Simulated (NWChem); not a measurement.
System: C₂H₈N cation; SMILES CC[NH3+]

```xyz
11

C      0.2763    -1.3036     0.0000
C     -0.6104    -0.0704     0.0000
N      0.2401     1.2051     0.0000
H     -0.3644    -2.1905     0.0000
H      0.9085    -1.3555    -0.8932
H      0.9085    -1.3555     0.8932
H     -1.2418    -0.0043     0.8888
H     -1.2418    -0.0043    -0.8888
H     -0.3394     2.0541     0.0000
H      0.8494     1.2440     0.8274
H      0.8494     1.2440    -0.8274
```
Atoms are numbered in this order, from 1.

Level: B3LYP/6-31G* (spherical d) (NWChem), optimised geometry, unscaled harmonic frequencies. B3LYP is NWChem's, with the RPA form of VWN correlation.

```
frequency (cm⁻¹)  IR intensity (km/mol)
----------------  ---------------------
224                                 0.4
265                                 0.8
376                                 8.4
800                                11.3
817                                 6.8
948                                 6.3
951                                14.8
1011                               20.2
1201                               16.7
1244                                4.6
1363                               12.6
1419                                7.1
1455                               26.2
1515                                3.2
1520                               15.1
1531                               13.4
1547                              137.1
1698                               61.5
1702                               42.4
3066                                3.3
3118                                1.8
3135                                4.6
3152                                1.4
3179                                1.3
3386                               42.6
3474                               96.1
3478                              103.0
```

| Item | Value |
|---|---|
| zero-point energy | 68.0 kcal/mol |
| thermal correction to the enthalpy at 298.15 K (with zero-point energy) | 71.4 kcal/mol |
| heat capacity Cv | 14.6 cal/(mol K) |
| entropy at 298.15 K and 1 atm (symmetry number 1) | 65.6 cal/(mol K) |

Rigid rotor and harmonic oscillator.
